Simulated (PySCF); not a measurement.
C6H11O2 (SMILES C[CH]CCOC(C)=O), doublet, geometry from GFN2-xTB; SVWN5/STO-3G (PySCF).

PySCF was given this input:
```python
from pyscf import gto, scf, dft

mol = gto.M(
    atom='''
C    -3.580568    0.403530   -0.597583
C    -2.558550    0.055404    0.410540
C    -1.224566   -0.447016    0.030762
C    -0.229998    0.710663   -0.235432
O     1.030538    0.219446   -0.676615
C     1.905537   -0.165098    0.261313
C     3.158212   -0.712735   -0.371203
O     1.704733   -0.082637    1.443842
H    -4.577025    0.115080   -0.257821
H    -3.375625   -0.084034   -1.548442
H    -3.617501    1.486034   -0.774803
H    -2.722674    0.357627    1.430684
H    -0.799360   -1.056372    0.832452
H    -1.281437   -1.047024   -0.881463
H    -0.093218    1.295255    0.679323
H    -0.595440    1.349104   -1.041302
H     3.994669   -0.591367    0.310258
H     3.013878   -1.774655   -0.561985
H     3.351165   -0.212603   -1.315100
''',
    basis='sto-3g',
    charge=0,
    spin=1,
    verbose=4,
)

mf = dft.UKS(mol)
mf.xc = 'lda,vwn'
mf.kernel()
mf.analyze()
```

### Question
Predict the main parts of the log of this PySCF run.

### Answer

```
PySCF version 2.14.0

[INPUT] verbose = 4
[INPUT] num. atoms = 19
[INPUT] num. electrons = 63
[INPUT] charge = 0
[INPUT] spin (= nelec alpha-beta = 2S) = 1
[INPUT] symmetry False subgroup None
[INPUT] Mole.unit = angstrom
[INPUT] Symbol           X                Y                Z      unit          X                Y                Z       unit  Magmom
[...]
nuclear repulsion = 374.253190979168
number of shells = 35
number of NR pGTOs = 153
number of NR cGTOs = 51
basis = sto-3g
ecp = {}

******** <class 'pyscf.dft.uks.UKS'> ********
method = UKS
initial guess = minao
damping factor = 0
level_shift factor = 0
DIIS = <class 'pyscf.scf.diis.CDIIS'>
diis_start_cycle = 1
diis_space = 8
diis_damp = 0
SCF conv_tol = 1e-09
SCF conv_tol_grad = None
SCF max_cycles = 50
direct_scf = True
direct_scf_tol = 1e-13
number electrons alpha = 32  beta = 31
XC library pyscf.dft.libxc version 7.1.2
    S. Lehtola, C. Steigemann, M. J. T. Oliveira, and M. A. L. Marques,  SoftwareX 7, 1–5 (2018)
XC functionals = lda,vwn
    P. A. M. Dirac,  Math. Proc. Cambridge Philos. Soc. 26, 376 (1930)
    F. Bloch,  Z. Phys. 57, 545 (1929)
    S. H. Vosko, L. Wilk, and M. Nusair,  Can. J. Phys. 58, 1200 (1980)
radial grids:
    Treutler-Ahlrichs [JCP 102, 346 (1995); DOI:10.1063/1.469408] (M4) radial grids

becke partition: Becke, JCP 88, 2547 (1988); DOI:10.1063/1.454033
pruning grids: <function nwchem_prune>
grids dens level: 3
symmetrized grids: False
atomic radii adjust function: <function treutler_atomic_radii_adjust>
small_rho_cutoff = 0
Set gradient conv threshold to 3.16228e-05
tot grids = 220760
init E= -378.281101887557

cycle= 1 E= -377.221984800719  delta_E= 1.06  |g|= 0.55  |ddm|= 3.96

cycle= 2 E= -375.695105128872  delta_E= 1.53  |g|= 1.48  |ddm|= 2.52
cycle= 3 E= -376.708219640425  delta_E= -1.01  |g|= 0.791  |ddm|= 2.69
cycle= 4 E= -377.412442579144  delta_E= -0.704  |g|= 0.0883  |ddm|= 1.78
cycle= 5 E= -377.414271804601  delta_E= -0.00183  |g|= 0.0689  |ddm|= 0.205
cycle= 6 E= -377.417007261593  delta_E= -0.00274  |g|= 0.0215  |ddm|= 0.105
cycle= 7 E= -377.417288670021  delta_E= -0.000281  |g|= 0.00815  |ddm|= 0.0304
cycle= 8 E= -377.417336276512  delta_E= -4.76e-05  |g|= 0.00338  |ddm|= 0.0145
cycle= 9 E= -377.417343628629  delta_E= -7.35e-06  |g|= 0.000804  |ddm|= 0.00508
cycle= 10 E= -377.417344107563  delta_E= -4.79e-07  |g|= 0.000335  |ddm|= 0.00149
cycle= 11 E= -377.417344184972  delta_E= -7.74e-08  |g|= 7.05e-05  |ddm|= 0.000534
cycle= 12 E= -377.417344188931  delta_E= -3.96e-09  |g|= 1.05e-05  |ddm|= 0.000141
cycle= 13 E= -377.417344188985  delta_E= -5.45e-11  |g|= 8.09e-06  |ddm|= 2.62e-05
Extra cycle  E= -377.417344188917  delta_E= 6.86e-11  |g|= 1.4e-05  |ddm|= 2.58e-05
converged SCF energy = -377.417344188917  <S^2> = 0.75246101  2S+1 = 2.0024595
**** SCF Summaries ****
Total Energy =                        -377.417344188916729
Nuclear Repulsion Energy =             374.253190979168210
One-electron Energy =                -1261.290928653739684
Two-electron Energy =                  509.620393485654745
Two-electron Coulomb Energy =          560.285035016513348
DFT Exchange-Correlation Energy =      -50.664641530858603
**** MO energy ****
                             alpha | beta                alpha | beta
[...]
To work with the spin densities directly, `use mulliken_meta_spin()` only printing them here.

 ** Mulliken spin pop alpha/beta on meta-lowdin orthogonal AOs **
 ** Mulliken Spin Density (per AO)  **
spin_pop of  0 C 1s       -0.00000
spin_pop of  0 C 2s       -0.00696
spin_pop of  0 C 2px      -0.01300
spin_pop of  0 C 2py      -0.00738
spin_pop of  0 C 2pz      -0.01056
spin_pop of  1 C 1s       -0.00002
spin_pop of  1 C 2s        0.03685
spin_pop of  1 C 2px       0.13576
spin_pop of  1 C 2py       0.71688
spin_pop of  1 C 2pz       0.04187
spin_pop of  2 C 1s       -0.00000
spin_pop of  2 C 2s       -0.00647
spin_pop of  2 C 2px      -0.01902
spin_pop of  2 C 2py      -0.00886
spin_pop of  2 C 2pz      -0.00398
spin_pop of  3 C 1s        0.00001
spin_pop of  3 C 2s        0.01437
spin_pop of  3 C 2px       0.01223
spin_pop of  3 C 2py       0.02711
spin_pop of  3 C 2pz       0.00301
spin_pop of  4 O 1s        0.00000
spin_pop of  4 O 2s        0.00008
spin_pop of  4 O 2px       0.00717
spin_pop of  4 O 2py       0.00163
spin_pop of  4 O 2pz       0.00181
spin_pop of  5 C 1s       -0.00000
spin_pop of  5 C 2s       -0.00007
spin_pop of  5 C 2px      -0.00014
spin_pop of  5 C 2py       0.00074
spin_pop of  5 C 2pz      -0.00012
spin_pop of  6 C 1s        0.00000
spin_pop of  6 C 2s        0.00004
spin_pop of  6 C 2px       0.00010
spin_pop of  6 C 2py       0.00012
spin_pop of  6 C 2pz       0.00000
spin_pop of  7 O 1s       -0.00000
spin_pop of  7 O 2s        0.00004
spin_pop of  7 O 2px       0.00035
spin_pop of  7 O 2py       0.00640
spin_pop of  7 O 2pz       0.00016
spin_pop of  8 H 1s        0.02451
spin_pop of  9 H 1s        0.00386
spin_pop of  10 H 1s        0.04743
spin_pop of  11 H 1s       -0.02687
spin_pop of  12 H 1s        0.01430
spin_pop of  13 H 1s        0.01015
spin_pop of  14 H 1s       -0.00184
spin_pop of  15 H 1s       -0.00179
spin_pop of  16 H 1s       -0.00003
spin_pop of  17 H 1s        0.00010
spin_pop of  18 H 1s        0.00003
 ** Mulliken Spin Density (per atom)  **
spin density of  0 C =     -0.03790
spin density of  1 C =      0.93134
spin density of  2 C =     -0.03832
spin density of  3 C =      0.05672
spin density of  4 O =      0.01069
spin density of  5 C =      0.00041
spin density of  6 C =      0.00026
spin density of  7 O =      0.00695
spin density of  8 H =      0.02451
spin density of  9 H =      0.00386
spin density of  10 H =      0.04743
spin density of  11 H =     -0.02687
spin density of  12 H =      0.01430
spin density of  13 H =      0.01015
spin density of  14 H =     -0.00184
spin density of  15 H =     -0.00179
spin density of  16 H =     -0.00003
spin density of  17 H =      0.00010
spin density of  18 H =      0.00003
 ** Mulliken pop alpha/beta on meta-lowdin orthogonal AOs **
 ** Mulliken pop       alpha | beta **
In total            32.00000 | 31.00000
 ** Mulliken atomic charges   ( Nelec_alpha | Nelec_beta ) **
charge of  0C =     -0.18936  (     3.07573      3.11363 )
charge of  1C =     -0.06070  (     3.49602      2.56468 )
charge of  2C =     -0.11993  (     3.04080      3.07913 )
charge of  3C =     -0.02786  (     3.04229      2.98557 )
charge of  4O =     -0.07746  (     4.04408      4.03339 )
charge of  5C =      0.11162  (     2.94440      2.94399 )
charge of  6C =     -0.21591  (     3.10808      3.10782 )
charge of  7O =     -0.16959  (     4.08827      4.08132 )
charge of  8H =      0.06901  (     0.47775      0.45324 )
charge of  9H =      0.06501  (     0.46942      0.46557 )
charge of  10H =      0.06689  (     0.49027      0.44284 )
charge of  11H =      0.04898  (     0.46207      0.48894 )
charge of  12H =      0.06940  (     0.47245      0.45815 )
charge of  13H =      0.06453  (     0.47281      0.46266 )
charge of  14H =      0.06728  (     0.46544      0.46728 )
charge of  15H =      0.06658  (     0.46581      0.46760 )
charge of  16H =      0.07768  (     0.46115      0.46118 )
charge of  17H =      0.07752  (     0.46129      0.46119 )
charge of  18H =      0.07630  (     0.46187      0.46184 )
Dipole moment(X, Y, Z, Debye): -0.63835,  0.23191, -1.25569
```
